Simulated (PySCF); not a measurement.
Method: PBE0-D3(BJ)/def2-TZVP (PySCF). Gas-phase values, no solvent. 

Reference species (SMILES): `[Si](Cl)Cl` (excited triplet) (neutral, multiplicity 3).

The dipole moment is 0.71 D.

Changed species: `[SiH]Cl` (excited triplet) (X = H, multiplicity 3; the reference has X = chloro, multiplicity 3).

### Question
What does the change do to the dipole moment?

### Answer
the dipole moment rises by 0.23 D, to 0.94 D.
